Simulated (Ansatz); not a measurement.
## One elementary step

Start structure (GaNH₃ClO, closed shell), relaxed at PBE0-D4/def2-TZVP:

```
7
angstrom
Ga -0.2079 0.0087 0.3438
O -0.1218 -1.7185 0.7367
N 0.4523 0.6318 -1.2061
H 1.0577 0.0722 -1.7820
Cl -1.1961 1.3257 1.7093
H -0.5454 -1.9374 1.5694
H 0.5612 1.6174 -1.3711
```

The step: GaNH₃ClO ([NH2][Ga]([OH])[Cl]) → GaNHCl ([NH][Ga][Cl]) + H₂O (still joined by a long Ga–O bond); bonds formed: O2–H4; bonds broken: N3–H4; bonds weakened to dative contacts: Ga1–O2. Program: Ansatz 0.2.0. Basis: def2-TZVPP and def2-QZVPP. Cores are frozen in the correlated methods. Filled d shells of the heavier atoms are correlated. The def2 sets are not built for correlating such inner shells, so the correlated values are less sure here. Extrapolation: Hartree–Fock as exp(−7.88 √X), correlation as X^−2.97. Energies below are by CCSD(T) at an estimated basis limit (MP2 extrapolated from triple and quadruple zeta, plus CCSD(T) − MP2 in triple zeta).

Question: What are the electronic barrier and the energy of the step, from the start structure to the end structure? (An estimate is asked for; the value comes from the calculation.)

Answer: The calculation gives: Barrier 248.3 kJ/mol; step energy 231.4 kJ/mol (uphill); reverse barrier, their difference, 16.9 kJ/mol. Barrier and step energy count from the start structure, the reverse barrier from the end structure.

The saddle point: One imaginary mode of 838i cm⁻¹.
| pair | start (Å) | saddle (Å) | end (Å) |
| --- | --- | --- | --- |
| O2–H4 | 3.31 | 1.12 | 0.99 |
| Ga1–O2 | 1.77 | 2.02 | 2.11 |
| N3–H4 | 1.01 | 1.46 | 1.95 |

Zero-point energy (harmonic, PBE0-D4): ZPE is 105.9 kJ/mol at the start and 95.9 kJ/mol at the saddle, so the barrier goes from 248.3 to 238.4 kJ/mol.

First-order rate constant out of the start structure at 698 K by transition-state theory, with harmonic vibrational free energies alone and no tunnelling: ΔA‡ = 247.9 kJ/mol, so k = (kB T/h) exp(−ΔA‡/kB T) ≈ 10^-5 s⁻¹ (an order of magnitude at best: rotation, the number of equivalent paths and anharmonicity are left out).

No T1 diagnostic of these runs exceeds 0.018.

Labels in which every atom is bracketed show which atoms are joined, not bond orders.

For scale, one of the runs: CCSD(T)/def2-TZVPP, 194 basis functions, launched by `ansatz run in.yaml --threads 4 --pin off --events-out ev --progress --plain --max-ram 9574MiB`. The run took 100 s on 4 CPU threads of an Intel Xeon (shared host), with 2.2 GiB of host memory at its peak.
